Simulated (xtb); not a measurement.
xtb input (GFN1-xTB):

```bash
xtb mol.xyz --gfn 1 --sp --chrg 0 --uhf 0
```
mol.xyz:
```
16

C      1.47908072     0.85317005    -0.11463435
C      0.40518717     1.63386135    -0.30828621
Si    -1.36645148     1.02998598    -0.28975356
C     -1.37455358    -0.85158361    -0.30906037
C     -0.36524230    -1.44476024     0.69955445
Si     1.40803019    -0.97510654     0.28042129
H      2.46500795     1.31492567    -0.17514160
H      0.57161767     2.69309425    -0.50642359
H     -2.08501298     1.58099860    -1.46662152
H     -2.05262827     1.53722347     0.92811207
H     -2.38712185    -1.21143484    -0.10482586
H     -1.13416785    -1.18371212    -1.32416064
H     -0.58424988    -1.08441486     1.70985642
H     -0.45088482    -2.53442939     0.74181138
H      2.32201697    -1.26817877     1.41342640
H      1.88648906    -1.75650941    -0.89082242
```

End of the output:

```
         :::::::::::::::::::::::::::::::::::::::::::::::::::::
         ::                     SUMMARY                     ::
         :::::::::::::::::::::::::::::::::::::::::::::::::::::
         :: total energy             -17.513266502346 Eh    ::
         :: gradient norm              0.049653336846 Eh/a0 ::
         :: HOMO-LUMO gap              3.230361014436 eV    ::
         ::.................................................::
         :: SCC energy               -17.741050899825 Eh    ::
         :: -> electrostatic           0.004884491113 Eh    ::
         :: repulsion energy           0.235277674031 Eh    ::
         :: dispersion energy         -0.007493276551 Eh    ::
         :: halogen bond corr.         0.000000000000 Eh    ::
         :: add. restraining           0.000000000000 Eh    ::
         :: total charge               0.000000000000 e     ::
         :::::::::::::::::::::::::::::::::::::::::::::::::::::

           -------------------------------------------------
          |                Property Printout                |
           -------------------------------------------------

    * Orbital Energies and Occupations

         #    Occupation            Energy/Eh            Energy/eV
      -------------------------------------------------------------
         1        2.0000           -0.6554138             -17.8347
       ...           ...                  ...                  ...
         5        2.0000           -0.5883187             -16.0090
         6        2.0000           -0.5556347             -15.1196
         7        2.0000           -0.5389924             -14.6667
         8        2.0000           -0.5270866             -14.3428
         9        2.0000           -0.5172784             -14.0759
        10        2.0000           -0.4941450             -13.4464
        11        2.0000           -0.4731332             -12.8746
        12        2.0000           -0.4665813             -12.6963
        13        2.0000           -0.4622103             -12.5774
        14        2.0000           -0.4477685             -12.1844
        15        2.0000           -0.4409494             -11.9988
        16        2.0000           -0.4357925             -11.8585
        17        2.0000           -0.4138704             -11.2620 (HOMO)
        18                         -0.2951568              -8.0316 (LUMO)
        19                         -0.2009408              -5.4679
        20                         -0.1821757              -4.9573
        21                         -0.1642487              -4.4694
        22                         -0.1641614              -4.4671
        23                         -0.1533424              -4.1727
        24                         -0.1012143              -2.7542
        25                         -0.0990172              -2.6944
        26                         -0.0925034              -2.5171
        27                         -0.0783350              -2.1316
        28                         -0.0737303              -2.0063
       ...                                ...                  ...
        54                          1.5115675              41.1318
      -------------------------------------------------------------
                  HL-Gap            0.1187136 Eh            3.2304 eV
             Fermi-level           -0.3545136 Eh           -9.6468 eV

  Mulliken/CM5 charges         n(s)   n(p)   n(d)
     1C    -0.08188 -0.09654   1.091  2.991  0.000
     2C    -0.08188 -0.09654   1.091  2.991  0.000
     3Si    0.22775 -0.03048   1.291  1.884  0.597
     4C    -0.12945 -0.19370   1.019  3.110  0.000
     5C    -0.12945 -0.19370   1.019  3.110  0.000
     6Si    0.22775 -0.03048   1.291  1.884  0.597
     7H     0.03577  0.09334   0.964  0.000  0.000
     8H     0.03577  0.09334   0.964  0.000  0.000
     9H    -0.07129  0.00987   1.071  0.000  0.000
    10H    -0.07189  0.00903   1.072  0.000  0.000
    11H     0.04325  0.10098   0.957  0.000  0.000
    12H     0.04774  0.10750   0.952  0.000  0.000
    13H     0.04774  0.10750   0.952  0.000  0.000
    14H     0.04325  0.10098   0.957  0.000  0.000
    15H    -0.07129  0.00987   1.071  0.000  0.000
    16H    -0.07189  0.00903   1.072  0.000  0.000

Wiberg/Mayer (AO) data.
largest (>0.10) Wiberg bond orders for each atom

 ---------------------------------------------------------------------------
     #   Z sym  total        # sym  WBO       # sym  WBO       # sym  WBO
 ---------------------------------------------------------------------------
     1   6 C    3.950 --     2 C    1.772     6 Si   1.043     7 H    0.944
                             3 Si   0.114
     2   6 C    3.950 --     1 C    1.772     3 Si   1.043     8 H    0.944
                             6 Si   0.114
     3  14 Si   4.291 --     2 C    1.043     4 C    1.037     9 H    0.926
                            10 H    0.925     1 C    0.114
     4   6 C    3.955 --     3 Si   1.037     5 C    0.938    11 H    0.933
                            12 H    0.926
     5   6 C    3.955 --     6 Si   1.037     4 C    0.938    14 H    0.933
                            13 H    0.926
     6  14 Si   4.291 --     1 C    1.043     5 C    1.037    15 H    0.926
                            16 H    0.925     2 C    0.114
     7   1 H    1.006 --     1 C    0.944
     8   1 H    1.006 --     2 C    0.944
     9   1 H    0.991 --     3 Si   0.926
    10   1 H    0.990 --     3 Si   0.925
    11   1 H    1.004 --     4 C    0.933
    12   1 H    1.000 --     4 C    0.926
    13   1 H    1.000 --     5 C    0.926
    14   1 H    1.004 --     5 C    0.933
    15   1 H    0.991 --     6 Si   0.926
    16   1 H    0.990 --     6 Si   0.925
 ---------------------------------------------------------------------------

Topologies differ in total number of bonds
Writing topology from bond orders to xtbtopo.mol

 dipole moment from electron density (au)
     X       Y       Z
  -0.0617  -0.0815   0.0139  total (Debye):    0.262

           -------------------------------------------------
          | TOTAL ENERGY              -17.513266502346 Eh   |
          | GRADIENT NORM               0.049653336846 Eh/α |
          | HOMO-LUMO GAP               3.230361014436 eV   |
           -------------------------------------------------

------------------------------------------------------------------------
------------------------------------------------------------------------
 total:
Note: The following floating-point exceptions are signalling: IEEE_DENORMAL
normal termination of xtb
 SCF:
```
